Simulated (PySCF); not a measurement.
Compound: C₂H₆GeO₂.
Numbering: `[CH3:1][O:2][GeH2:3][CH:4]=[O:5]` (hydrogens: H6, H7, H8 on C1; H9, H10 on Ge3; H11 on C4)

Method: PBE0-D3(BJ)/def2-SVP geometry optimisation, gas phase in PySCF 2.14.0; density fitting, grid level 1; the optimiser is geomeTRIC in internal coordinates, started from a GFN2-xTB structure with every atom displaced at random (about 0.01 Å).

The end geometry, which sets the zero of energy:
```
atom  x, y, z in Å
C1     -1.2586   -0.2415    0.0863
O2      0.1219   -0.3767   -0.0950
Ge3     1.1114    0.9866   -0.6742
C4      2.9604    0.2471   -0.6739
O5      3.9038    0.9236   -0.9825
H6     -1.7905   -0.0066   -0.8562
H7     -1.6582   -1.1959    0.4651
H8     -1.5159    0.5445    0.8229
H9      0.6701    1.4009   -2.0939
H10     0.9940    2.1781    0.2992
H11     3.0837   -0.8284   -0.3690
```

Question: These geometries come from the run, each turned onto the end geometry. Order them by energy, lowest first.
A.
```
atom  x, y, z in Å
C1     -1.2334   -0.2592    0.0817
O2      0.1529   -0.3202   -0.0802
Ge3     1.1200    1.0569   -0.6660
C4      2.9282    0.2221   -0.6693
O5      3.8959    0.8545   -1.0035
H6     -1.7654   -0.0799   -0.8726
H7     -1.5866   -1.2251    0.4811
H8     -1.5450    0.5277    0.7957
H9      0.6752    1.4647   -2.0874
H10     1.0043    2.2469    0.3052
H11     2.9761   -0.8567   -0.3561
```
B.
```
atom  x, y, z in Å
C1     -1.2422   -0.2562    0.0826
O2      0.1438   -0.3372   -0.0829
Ge3     1.1140    1.0326   -0.6677
C4      2.9457    0.2460   -0.6759
O5      3.9282    0.8534   -0.9984
H6     -1.7721   -0.0597   -0.8706
H7     -1.6140   -1.2121    0.4771
H8     -1.5372    0.5368    0.7990
H9      0.6590    1.4425   -2.0735
H10     0.9905    2.2186    0.3026
H11     3.0064   -0.8329   -0.3636
```
C.
```
atom  x, y, z in Å
C1     -1.2307   -0.2680    0.0843
O2      0.1543   -0.3021   -0.0781
Ge3     1.1172    1.0920   -0.6670
C4      2.9122    0.2334   -0.6791
O5      3.9439    0.7825   -0.9936
H6     -1.7709   -0.1115   -0.8674
H7     -1.5475   -1.2538    0.4880
H8     -1.5659    0.5036    0.8005
H9      0.6850    1.5022   -2.1170
H10     1.0143    2.2935    0.3088
H11     2.9101   -0.8399   -0.3506
```
D.
```
atom  x, y, z in Å
C1     -1.2071   -0.2973    0.0884
O2      0.1623   -0.2435   -0.1284
Ge3     1.1094    1.1148   -0.7169
C4      2.9465    0.2116   -0.6616
O5      3.9535    0.6992   -0.9711
H6     -1.7794   -0.0896   -0.8439
H7     -1.4621   -1.2684    0.4601
H8     -1.5216    0.4796    0.8165
H9      0.6193    1.5640   -2.0490
H10     0.9519    2.3039    0.2261
H11     2.8492   -0.8424   -0.2915
```

Answer: B (0.005 eV), A (0.012 eV), C (0.029 eV), D (0.189 eV).

In the order of the answer:

```
step  E above end (eV)  largest force (eV/Å)  rms force component (eV/Å)  rms distance from end (Å)  rms bond change (Å)  bond most changed (Å)
   3             0.005                  0.20                       0.073                      0.050                0.004          Ge3–H9 -0.010
   2             0.012                  0.47                       0.110                      0.070                0.001         Ge3–H10 -0.003
   1             0.029                  0.93                       0.271                      0.109                0.010          Ge3–H9 +0.024
   0             0.189                  3.83                       1.026                      0.157                0.031          Ge3–C4 +0.056
```

What follows is the cost of the whole optimisation. The run took 65 s on an Arm Neoverse N1 with one thread, no GPU, shared host, and the process peaked at 0.49 GiB of memory.
